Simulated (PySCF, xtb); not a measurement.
Ga(F)(Cl)(vinyl) (C2H3ClFGa), SMILES C=[CH][Ga]([F])[Cl].

GFN2-xTB run with xtb at its own geometry gives an orbital gap of 4.10 eV and a dipole moment of 4.31 D.

Geometry: ωB97X-D3(BJ)/def2-SVP. The structure was generated by enumeration; whether it is a known compound was not checked. The values are those of a single conformer.

What does CAM-B3LYP/def2-TZVP (PySCF) give? (The exact figures need the calculation; the answer reports its results.)

gap 9.34 eV (levels -10.12 and -0.78 eV), dipole 3.35 D.
